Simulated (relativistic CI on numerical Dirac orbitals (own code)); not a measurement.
## P IV: calculation against measurement

Computed by Dirac-Coulomb-Breit CI, orbitals from a KLI potential per configuration, a model potential for QED, valence Slater integrals scaled by 0.85, P86 correlation estimate, and configurations built on the next ion tied to the tabulated ionisation energy (semi-empirical) (own radial code, finite nucleus).

CI space (outside the closed core [Ne]): 3s2, 3s 3d, 3s 4s, 3s 4p, 3s 3p, 3s 4d, 3s 5s, 3s 4f, 3p2, 3d2, 3p 3d, 3p 4s, 3d 4s, 3s 5p, 3s 5d, 3s 5f, 4s2, 3s 5g. Levels of other configurations are missing.

```tsv
Configuration	Term (tabulated)	J	Measured (cm⁻¹)	Computed	Error	Purity (%)
3s2	1S	0	0.0	0	0	97
3s 3p	3P°	0	67918.0	67272	-646	100
3s 3p	3P°	1	68146.5	67493	-653	100
3s 3p	3P°	2	68615.2	67948	-668	100
3p2	1D	2	158141.8	158195	53	74
3p2	3P	0	164941.4	163707	-1235	99
3p2	3P	1	165185.4	163943	-1242	99
3p2	3P	2	165654.0	164400	-1254	99
3p2	1S	0	194591.8	192691	-1901	93
3s 3d	1D	2	219153.9	220057	903	73
3s 4s	3S	1	226898.1	228106	1208	100
3s 4s	1S	0	233998.0	236226	2228	99
3s 4p	1P°	1	257522.7	259068	1546	94
3p 3d	3F°	2	262005.3	262003	-3	98
3p 3d	3F°	4	262567.2	262549	-18	98
3p 3d	1D°	2	267015.2	266300	-715	100
3p 3d	3P°	2	281020.0	279841	-1179	98
3p 3d	3P°	1	281257.8	280081	-1177	98
3p 3d	3P°	0	281399.9	280227	-1173	99
3p 3d	3D°	3	283329.1	281851	-1478	100
3s 4d	3D	1	293242.9	294543	1300	100
3s 4d	3D	2	293247.7	294542	1294	100
3s 4d	3D	3	293255.3	294541	1286	100
3s 4d	1D	2	295328.6	297976	2648	98
3s 5s	3S	1	309111.4	310302	1190	100
3s 5s	1S	0	311183.0	313322	2139	100
```

Measured levels from Martin, Zalubas and Musgrove, J. Phys. Chem. Ref. Data 14, 751 (1985); pairs were made by configuration, J and term (by order where the table uses no LS term), so strongly mixed levels may be paired wrongly.

Mean error by configuration (cm⁻¹): 3s 3p -656; 3p2 -1116; 3s 3d 903; 3s 4s 1718; 3s 4p 1546; 3p 3d -820; 3s 4d 1632; 3s 5s 1665. Over the excited levels the mean absolute error is 1165 cm⁻¹ (25 of the 26 excited levels that our extract of the source holds in range could be paired, and the others can miss by more), and the median relative error of those above 1,000 cm⁻¹ is 0.52 %.
